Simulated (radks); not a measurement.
Q: As+, 32 electrons, occupied as [Ar] 3d10 4s2 4p2 (the NIST ground configuration). Calculated with a radial shooting solver on a logarithmic mesh with Libxc functionals: scalar-relativistic Kohn-Sham, BLYP, spin-polarised, spherical densities, finite nucleus; open shells are filled with parallel spins first; Fermi nuclear charge, rms radius 4.0968 fm. Some entries of the table are withheld. Estimate them.

| orbital | occ. | eigenvalue (eV) | <1/r> (bohr^-1) |
|---|---|---|---|
| 1s up | 1 | -11732.00 | 33.47 |
| 1s down | 1 | -11731.91 | 33.47 |
| 2s up | 1 | -1496.599 | 7.368 |
| 2s down | 1 | -1496.554 | 7.368 |
| 2p up | 3 | -1313.796 | 7.222 |
| 2p down | 3 | -1313.712 | 7.222 |
| 3s up | 1 | -199.6005 | 2.385 |
| 3s down | 1 | -199.4790 | 2.385 |
| 3p up | 3 | -143.0906 | 2.232 |
| 3p down | 3 | -142.9528 | 2.233 |
| 3d up | 5 | -50.1911 | (1) |
| 3d down | 5 | -49.9828 | (2) |
| 4s up | 1 | -23.8728 | 0.7022 |
| 4s down | 1 | -22.3381 | 0.7058 |
| 4p up | 2 | (3) | 0.5656 |
| 4p down | 0 | (4) | 0.5566 |

A: 
(1) 3d up <1/r> (bohr^-1): 1.906
(2) 3d down <1/r> (bohr^-1): 1.911
(3) 4p up eigenvalue (eV): -13.8179
(4) 4p down eigenvalue (eV): -12.3248
